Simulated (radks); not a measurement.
The mean radii <r> (bohr) of the occupied orbitals of an atom or ion are listed with their occupations. All-electron calculation, Dirac Kohn-Sham, PBE, spin-unpolarised, spherical densities, finite nucleus; Fermi nuclear charge, rms radius of each element as measured or else 0.836 A^(1/3) + 0.57 fm. Program: a radial shooting solver on a logarithmic mesh with Libxc functionals.

orbital  occ.      <r>
1s1/2       2  0.01606
2s1/2       2  0.06692
2p1/2       2  0.05488
2p3/2       4  0.06380
3s1/2       2   0.1740
3p1/2       2   0.1644
3p3/2       4   0.1807
3d3/2       4   0.1570
3d5/2       6   0.1619
4s1/2       2   0.3842
4p1/2       2   0.3853
4p3/2       4   0.4198
4d3/2       4   0.4246
4d5/2       6   0.4356
5s1/2       2   0.8546
4f5/2       6   0.4508
4f7/2       8   0.4571
5p1/2       2   0.9130
5p3/2       4    1.005
5d3/2       4    1.267
5d5/2       6    1.312
6s1/2       2    2.178

Name the element and its charge. Open shells, if any, fill j = l - 1/2 first.

Answer. Z = 82, lead, charge +2: Pb2+ in [Hg]. The 1s radius gives Z: for a bare nucleus <r> = (2 gamma + 1)/(2Z) with gamma = sqrt(1 - (Z/c)^2), 0.01587 bohr for Z = 82, and screening makes it slightly larger (0.01606 here). The occupations add up to 80, and the charge is Z minus that.
